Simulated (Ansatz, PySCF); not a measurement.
**A small calculation by hand: transport gap, exciton binding and injection barriers**

C₉H₆N₄, SMILES C1=CC2=NC=CC3=NC=CC(=N1)N23.

Geometry optimised at r2SCAN-D4/def2-SVP.

Gas-phase, vertical values: ionisation energy 7.39 eV and electron affinity 0.89 eV from ΔSCF with PBE/def2-SVPD (Ansatz, a first-principles code); S1 2.00 eV and T1 1.75 eV from TDA-PBE/def2-SVP (PySCF). Assume, for the exercise, a film of permittivity 4.0, a cavity radius of 5.0 Å and electrodes of work function 5.3 eV (anode) and 2.9 eV (cathode), with aligned vacuum levels.

Work out the fundamental gap and exciton binding energy in the gas phase, the levels in the film by Born's model, the injection barriers and the thermal weight of S1 against T1 at 298 K.


Fundamental gap IE − EA = 6.50 eV; exciton binding = gap − S1 = 4.50 eV.
Born polarisation P = (14.3996 eV Å / 2r)(1 − 1/ε) = 1.08 eV. Film: IE = 6.31 eV, EA = 1.97 eV, transport gap 4.34 eV; with S1 unchanged the binding falls to 2.34 eV.
Hole barrier IE − Φ(anode) = 1.01 eV; electron barrier Φ(cathode) − EA = 0.93 eV (a negative value means no barrier, and the level would pin).
ΔE(ST) = S1 − T1 = 0.25 eV, and the triplet has three sublevels, so the ratio S1/T1 is (1/3) exp(−ΔE/kT) = 2.0e-5 with kT = 0.02569 eV: too wide a gap for thermal return to the singlet. All inputs carry the errors of their functional, and relaxed states would shift them.
